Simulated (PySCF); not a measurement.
Which level of theory gave which numbers?

(SiH3)2PPF2, F2H6P2Si2.
Atom-mapped SMILES: `[F:1][P:2]([F:3])[P:4]([SiH3:5])[SiH3:6]` (hydrogens: H7, H8, H9 on Si5; H10, H11, H12 on Si6)

The closed-shell ground state was solved 5 times with PySCF (density fitting, gas phase), always in the pcSseg-1 basis (160 functions), with these functionals: B97-2, BHandHLYP, CAM-B3LYP, LC-wPBE and wB97X-D. Geometry: PBE0-D3(BJ)/def2-SVP, one conformer, isolated molecule.

```
row  total energy (Eh)  HOMO (eV)  LUMO (eV)  dipole (D)
  P         -1464.4772      -9.81       1.18        2.35
  Q         -1464.9782      -7.13      -1.09        2.22
  R         -1464.9010      -9.11       0.69        2.35
  S         -1464.8801      -8.31      -0.04        2.44
  T         -1464.9564      -8.53       0.10        2.28
```

Question: Which functional belongs to which row?

Answer: P = LC-wPBE, Q = B97-2, R = wB97X-D, S = BHandHLYP, T = CAM-B3LYP. By rising HOMO–LUMO gap: B97-2 (global hybrid, 21 % exact exchange) 6.04 eV; BHandHLYP (global hybrid, 50 % exact exchange) 8.27 eV; CAM-B3LYP (range-separated hybrid) 8.63 eV; wB97X-D (range-separated hybrid) 9.80 eV; LC-wPBE (range-separated hybrid) 10.99 eV. Total energies of different functionals aren't bounds to one another; each is stationary for its own functional.

Conformer computed: `[F:1][P:2]([F:3])[P:4]([SiH3:5])[SiH3:6]`: F1–P2–P4–Si5 -143°.

The pairwise dispersion term of wB97X-D wasn't added to the energies; at a given geometry it leaves orbitals and properties as they are.
